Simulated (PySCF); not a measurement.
SMILES Cl[Si](Cl)[SiH](Cl)Cl (HCl4Si2), doublet, PBE0/def2-SVP optimised geometry.

```
7

Cl     0.34     2.39    -1.75
Si    -0.34     1.52     0.00
Cl    -2.42     1.53     0.00
Si     0.36    -0.74     0.00
Cl     2.42    -0.74     0.00
Cl    -0.36    -1.60     1.73
H     -0.12    -1.53    -1.16
```

Density from unrestricted PBE0/def2-TZVP run with PySCF at that geometry.

Minimum of the electron density along straight lines between bonded atoms, close to the bond critical point (lines longer than 1.1 times the sum of covalent radii, or with two minima, are not listed):

```csv
bond,length / Å,ρ at the minimum / e bohr⁻³,∇²ρ there / e bohr⁻⁵,position (fraction from the first atom)
Cl1–Si2,2.072,0.097,0.20,0.64
Si2–Cl3,2.072,0.097,0.20,0.36
Si2–Si4,2.357,0.094,…,0.51
Si4–Cl5,2.059,0.099,0.21,0.36
Si4–Cl6,2.059,0.099,0.21,0.36
Si4–H7,1.487,0.125,0.12,0.49
```

### Question
What belongs in the gaps?

### Answer

- Si2–Si4, ∇²ρ there / e bohr⁻⁵: -0.16
